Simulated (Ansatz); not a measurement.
`F[SiH2]N[SiH2]F` + PH₃ → `F[SiH2]P` + `N[SiH2]F`  (ligand exchange at the Si–N bond)

Isolated molecules relaxed with PBE0-D4/def2-TZVP in Ansatz; ΔE leaves out vibrations. CCSD(T)/CBS is the MP2 limit (def2-TZVPP, def2-QZVPP) plus CCSD(T) − MP2 in def2-TZVPP, frozen cores. This one scheme is used for every species. DFT in def2-TZVPP. B3LYP here is the variant with VWN-RPA as its local correlation; programs differ in this. One conformer a species, not always the lowest.

`F[SiH2]N[SiH2]F`:

Z-matrix (Å, degrees):
```
Si
N 1 1.714
F 1 1.598 2 112.2
H 1 1.479 2 109.5 3 117.5
H 1 1.478 2 108.0 3 -118.1
Si 2 1.714 1 128.5 3 94.1
H 2 1.012 1 115.6 3 -79.3
F 6 1.598 2 112.2 1 -94.1
H 6 1.478 2 108.0 1 24.0
H 6 1.479 2 109.5 1 148.3
```

PH₃:

```xyz
4

P    -0.403    0.366    0.201
H     0.392   -0.449    1.048
H     0.713    0.789   -0.568
H    -0.701   -0.706   -0.680
```

`F[SiH2]P`:

Z-matrix (Å, degrees):
```
Si
P 1 2.244
F 1 1.602 2 108.5
H 1 1.484 2 108.5 3 -117.4
H 1 1.484 2 114.2 3 119.2
H 2 1.423 1 90.5 3 179.8
H 2 1.421 1 93.9 3 -86.8
```

`N[SiH2]F`:

```xyz
7

N    -1.001   -0.086   -0.298
Si    0.601    0.170    0.197
F     1.504   -1.155    0.250
H    -1.243   -0.225   -1.265
H    -1.695   -0.469    0.321
H     0.581    0.701    1.578
H     1.253    1.065   -0.783
```

```csv
level,ΔE (kJ/mol),difference from CCSD(T)/CBS
PBE-D4,42.8,-15.4
r2SCAN-D4,52.3,-5.9
PBE0-D4,47.5,-10.7
B3LYP-D4,57.5,-0.7
ωB97X-V,56.3,-1.9
ωB97M-V,59.0,0.8
B2PLYP,58.8,0.6
PBE,40.9,-17.3
r2SCAN,51.6,-6.6
PBE0,45.7,-12.5
B3LYP,54.6,-3.6
HF/def2-TZVPP,69.3,11.1
MP2/def2-TZVPP,62.7,4.5
SCS-MP2/def2-TZVPP,65.3,7.1
CCSD/def2-TZVPP,63.1,4.9
CCSD(T)/def2-TZVPP,61.7,3.5
HF/def2-QZVPP,70.2,12.0
MP2/def2-QZVPP,60.9,2.7
SCS-MP2/def2-QZVPP,63.6,5.4
HF/CBS(def2),70.4,12.2
MP2/CBS(def2),59.1,0.9
CCSD/CBS(def2),59.6,1.4
CCSD(T)/CBS,58.2,0
```

Largest T1 diagnostic among the species: 0.013.

From PBE to PBE0 (25 % exact exchange), in def2-TZVPP and without D4, ΔE moves by +4.8 kJ/mol. In def2-TZVPP, CCSD(T) changes the Hartree–Fock value by −7.6 kJ/mol (the triples alone add −1.4 kJ/mol) and MP2 by −6.6 kJ/mol.

CCSD(T)/CBS has its own doubt, a few kJ/mol and more with outer-core shells, so smaller differences from it don't rank the levels.
